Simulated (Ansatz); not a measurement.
Ansatz (a program for electronic structure) input file for C2H2N, SMILES [CH2]C#N, multiplicity 2, PBE0-D3(BJ)/def2-TZVP. 

Ansatz 0.2 input:
```yaml
crystal:
  periodic: [false, false, false]
  atoms:
    - {symbol: C, position_ang: [-0.00000000, 0.00000000, -1.17429825]}
    - {symbol: C, position_ang: [0.00000000, -0.00000000, 0.18014872]}
    - {symbol: N, position_ang: [-0.00000000, 0.00000000, 1.34284188]}
    - {symbol: H, position_ang: [0.00000000, -0.92759088, -1.71749798]}
    - {symbol: H, position_ang: [0.00000000, 0.92759087, -1.71749798]}
basis:
  gaussian:
    orbitals: def2-TZVP
hamiltonian:
  xc: pbe0
  dispersion: d3bj
magnetization: {spin_polarized: true, initial_magnetization: 1}
relax: {f_tol: 0.002, max_steps: 200}
```

Output:

```
WARN ansatz: RAYON_NUM_THREADS=1 ignored (pool sized by the plan → 1); use --threads N
Functional definition: PBE0
integrals: 0.02 GiB planned
603 factors; their error is unknown
mean field: 0.31 GiB planned
mean field evaluation 1: about -3587.7515 eV, gradient 2.9e1 eV
mean field evaluation 2: about -3586.5591 eV, gradient 3.3e1 eV
mean field evaluation 4: about -3591.4041 eV, gradient 1.2e0 eV
mean field evaluation 8: about -3591.4241 eV, gradient 2.6e-1 eV
mean field evaluation 16: about -3591.4245 eV, gradient 9.0e-5 eV
mean field -3591.42445432 eV, -131.9824143412 hartree, gradient 1.1e-5 eV, S^2 0.772659; 0 other end points of the search recorded, 0 dependent functions left out
the calculation of the forces begins
reference -3591.42447478 eV, -131.9824150933 hartree; 11, 10 occupied and 94, 95 virtual orbitals, 603 factors
relax step   1: F+E_penalty+E_count = -3591.47761944 eV  Δ(F+E_penalty+E_count) = +0.000e0 eV  max|allowed force component| = 7.280e-1 eV/Å  Δτ_max = 0.0000 Å  (35 SCF iters, accepted)
these checks for a lower state are left out or cut short: starts, cluster_reference, orbital_swaps, neighbouring_geometries, increment
integrals: 0.02 GiB planned
603 factors; their error is unknown
mean field: 0.31 GiB planned
mean field -3591.43516926 eV, -131.9828081083 hartree, gradient 9.4e-6 eV, S^2 0.772835; 0 other end points of the search recorded, 0 dependent functions left out
the calculation of the forces begins
reference -3591.43518979 eV, -131.9828088625 hartree; 11, 10 occupied and 94, 95 virtual orbitals, 603 factors
relax step   2: F+E_penalty+E_count = -3591.48821766 eV  Δ(F+E_penalty+E_count) = -1.060e-2 eV  max|allowed force component| = 4.113e-1 eV/Å  Δτ_max = 0.0115 Å  (40 SCF iters, accepted)
these checks for a lower state are left out or cut short: starts, cluster_reference, orbital_swaps, neighbouring_geometries, increment
integrals: 0.02 GiB planned
603 factors; their error is unknown
mean field: 0.31 GiB planned
mean field evaluation 32: about -3591.4368 eV, gradient 3.0e-3 eV
mean field -3591.43675142 eV, -131.9828662514 hartree, gradient 7.8e-6 eV, S^2 0.772498; 0 other end points of the search recorded, 0 dependent functions left out
the calculation of the forces begins
reference -3591.43677197 eV, -131.9828670066 hartree; 11, 10 occupied and 94, 95 virtual orbitals, 603 factors
relax step   3: F+E_penalty+E_count = -3591.48975943 eV  Δ(F+E_penalty+E_count) = -1.542e-3 eV  max|allowed force component| = 9.790e-2 eV/Å  Δτ_max = 0.0041 Å  (39 SCF iters, accepted)
these checks for a lower state are left out or cut short: starts, cluster_reference, orbital_swaps, neighbouring_geometries, increment
integrals: 0.02 GiB planned
603 factors; their error is unknown
mean field: 0.31 GiB planned
mean field -3591.43682962 eV, -131.9828691252 hartree, gradient 7.2e-6 eV, S^2 0.772365; 0 other end points of the search recorded, 0 dependent functions left out
the calculation of the forces begins
reference -3591.43685017 eV, -131.9828698806 hartree; 11, 10 occupied and 94, 95 virtual orbitals, 603 factors
relax step   4: F+E_penalty+E_count = -3591.48983899 eV  Δ(F+E_penalty+E_count) = -7.957e-5 eV  max|allowed force component| = 1.502e-2 eV/Å  Δτ_max = 0.0009 Å  (41 SCF iters, accepted)
these checks for a lower state are left out or cut short: starts, cluster_reference, orbital_swaps, neighbouring_geometries, increment
integrals: 0.02 GiB planned
603 factors; their error is unknown
mean field: 0.31 GiB planned
mean field -3591.43683433 eV, -131.9828692983 hartree, gradient 7.3e-6 eV, S^2 0.772367; 0 other end points of the search recorded, 0 dependent functions left out
the calculation of the forces begins
reference -3591.43685488 eV, -131.9828700537 hartree; 11, 10 occupied and 94, 95 virtual orbitals, 603 factors
relax step   5: F+E_penalty+E_count = -3591.48984876 eV  Δ(F+E_penalty+E_count) = -9.767e-6 eV  max|allowed force component| = 1.189e-2 eV/Å  Δτ_max = 0.0010 Å  (41 SCF iters, accepted)
these checks for a lower state are left out or cut short: starts, cluster_reference, orbital_swaps, neighbouring_geometries, increment
integrals: 0.02 GiB planned
603 factors; their error is unknown
mean field: 0.31 GiB planned
mean field -3591.43683450 eV, -131.9828693047 hartree, gradient 7.3e-6 eV, S^2 0.772354; 0 other end points of the search recorded, 0 dependent functions left out
the calculation of the forces begins
reference -3591.43685506 eV, -131.9828700601 hartree; 11, 10 occupied and 94, 95 virtual orbitals, 603 factors
relax step   6: F+E_penalty+E_count = -3591.48984907 eV  Δ(F+E_penalty+E_count) = -3.142e-7 eV  max|allowed force component| = 7.647e-3 eV/Å  Δτ_max = 0.0002 Å  (41 SCF iters, accepted)
these checks for a lower state are left out or cut short: starts, cluster_reference, orbital_swaps, neighbouring_geometries, increment
integrals: 0.02 GiB planned
603 factors; their error is unknown
mean field: 0.31 GiB planned
mean field evaluation 64: about -3591.4368 eV, gradient 3.0e-3 eV
mean field -3591.43683642 eV, -131.9828693752 hartree, gradient 7.3e-6 eV, S^2 0.772353; 0 other end points of the search recorded, 0 dependent functions left out
the calculation of the forces begins
reference -3591.43685698 eV, -131.9828701306 hartree; 11, 10 occupied and 94, 95 virtual orbitals, 603 factors
relax step   7: F+E_penalty+E_count = -3591.48985050 eV  Δ(F+E_penalty+E_count) = -1.428e-6 eV  max|allowed force component| = 8.918e-5 eV/Å  Δτ_max = 0.0002 Å  (41 SCF iters, accepted)
integrals: 0.02 GiB planned
603 factors; their error is unknown
mean field: 0.31 GiB planned
mean field -3591.43683642 eV, -131.9828693752 hartree, gradient 7.3e-6 eV, S^2 0.772353; 1 other end points of the search recorded, 0 dependent functions left out
the calculation of the forces begins
reference -3591.43685698 eV, -131.9828701306 hartree; 11, 10 occupied and 94, 95 virtual orbitals, 603 factors
Total energy: -3591.48987106 eV, -131.9848183621 hartree
Atom 0 at    -0.000001     0.000000    -1.184213 Å, force    -0.000000     0.000000    -0.000089 eV/Å
Atom 1 at    -0.000000    -0.000000     0.192008 Å, force     0.000000     0.000000     0.000079 eV/Å
Atom 2 at     0.000000     0.000000     1.356711 Å, force    -0.000000    -0.000000    -0.000033 eV/Å
Atom 3 at     0.000000    -0.935996    -1.725405 Å, force    -0.000000    -0.000023     0.000022 eV/Å
Atom 4 at     0.000000     0.935996    -1.725405 Å, force    -0.000000     0.000023     0.000022 eV/Å
Dipole moment:     0.000000     0.000000    -0.729223 e Å
```

The calculation finished and met its thresholds.
